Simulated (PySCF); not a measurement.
Species: C₂H₆BClO.
SMILES with atom numbers: `[CH3:1][O:2][B:3]([CH3:4])[Cl:5]` (hydrogens: H6, H7, H8 on C1; H9, H10, H11 on C4)

Jobs on this species (11 atoms, 48 electrons) with PySCF (density fitting). Hardware of each: Arm Neoverse V2, one thread, shared host. Times come from a shared host and carry two figures at best. Peak memory is the resident size of the whole Python process, interpreter and libraries included.

```json
{"level and settings": "delta-SCF UKS HF, pcX-2 on the ionised atom, pcseg-1 elsewhere, spin-free X2C", "work": "ΔSCF core ionisation, 6 holes", "basis functions": "146", "SCF cycles": "?", "wall time": "?", "peak memory": "?"}
{"level and settings": "delta-SCF UKS PBE0, pcX-2 on the ionised atom, pcseg-1 elsewhere, spin-free X2C", "work": "ΔSCF core ionisation, 6 holes", "basis functions": "146", "SCF cycles": "?", "wall time": "?", "peak memory": "?"}
{"level and settings": "delta-SCF UKS SCAN, pcX-2 on the ionised atom, pcseg-1 elsewhere, non-relativistic", "work": "ΔSCF core ionisation, 6 holes", "basis functions": "146", "SCF cycles": "?", "wall time": "?", "peak memory": "?"}
{"level and settings": "delta-SCF UKS B3LYP, pcX-2 on the ionised atom, pcseg-1 elsewhere, spin-free X2C", "work": "ΔSCF core ionisation, 6 holes", "basis functions": "146", "SCF cycles": "85", "wall time": "32 s", "peak memory": "0.58 GiB"}
{"level and settings": "delta-SCF UKS SCAN, pcX-1 on the ionised atom, pcseg-1 elsewhere, spin-free X2C", "work": "ΔSCF core ionisation, 6 holes", "basis functions": "126", "SCF cycles": "92", "wall time": "23 s", "peak memory": "0.58 GiB"}
{"level and settings": "delta-SCF UKS SCAN, pcX-2 on the ionised atom, pcseg-1 elsewhere, spin-free X2C", "work": "ΔSCF core ionisation, 6 holes", "basis functions": "146", "SCF cycles": "94", "wall time": "29 s", "peak memory": "0.57 GiB"}
{"level and settings": "PBE0-D3(BJ)/def2-SVP, grid level 1", "work": "geometry optimisation from a GFN2-xTB start shaken at random", "basis functions": "104", "SCF cycles": "39", "wall time": "19 s", "peak memory": "0.48 GiB"}
{"level and settings": "delta-SCF UKS PBE, pcX-2 on the ionised atom, pcseg-1 elsewhere, spin-free X2C", "work": "ΔSCF core ionisation, 6 holes", "basis functions": "146", "SCF cycles": "90", "wall time": "18 s", "peak memory": "0.58 GiB"}
{"level and settings": "delta-SCF UKS SCAN, def2-TZVP on the ionised atom, pcseg-1 elsewhere, spin-free X2C", "work": "ΔSCF core ionisation, 6 holes", "basis functions": "123", "SCF cycles": "90", "wall time": "26 s", "peak memory": "0.58 GiB"}
```

Question: Fill in the missing figures.

Answer: 
- delta-SCF UKS HF, pcX-2 on the ionised atom, pcseg-1 elsewhere, spin-free X2C; ΔSCF core ionisation, 6 holes: 17 s, 0.58 GiB, 80 SCF cycles
- delta-SCF UKS PBE0, pcX-2 on the ionised atom, pcseg-1 elsewhere, spin-free X2C; ΔSCF core ionisation, 6 holes: 30 s, 0.58 GiB, 82 SCF cycles
- delta-SCF UKS SCAN, pcX-2 on the ionised atom, pcseg-1 elsewhere, non-relativistic; ΔSCF core ionisation, 6 holes: 29 s, 0.59 GiB, 92 SCF cycles

Question: What do all jobs in the table cost together?

Answer: About 3.7 min; the longest takes about 14 % of that, and about 1.9 times as long as the shortest.
